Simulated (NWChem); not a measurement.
System: BNH5 cation; SMILES B[NH3+]

```xyz
7

B     -0.0012    -0.9277    -0.0148
N     -0.0019     0.6232    -0.0122
H     -1.0826    -1.4527     0.0052
H      1.0841    -1.4451     0.0041
H      0.0549     0.9381     0.9825
H     -0.8662     1.0517    -0.3964
H      0.8238     1.0438    -0.4819
```
Atoms are numbered in this order, from 1.

Geometry: optimised at PBE-D3(BJ)/def2-SVP.

 Unshifted, non-relativistic core excitations; the lowest 4 roots alone, so stronger bands may lie above.

List the first B K-edge excitations from PBE0/def2-TZVP, restricted-window TDA (NWChem).


| state | energy (eV) | dipole oscillator strength | leading excitation (squared amplitude) |
|---|---|---|---|
| S1 | 181.0 | 0.0795 | 1s of atom 1 or its equivalents → LUMO (0.99) |
| S2 | 185.2 | 0.0067 | 1s of atom 1 or its equivalents → LUMO+1 (0.98) |
| S3 | 187.0 | 0.0025 | 1s of atom 1 or its equivalents → LUMO+2 (0.97) |
| S4 | 187.1 | 0.0063 | 1s of atom 1 or its equivalents → LUMO+3 (0.98) |
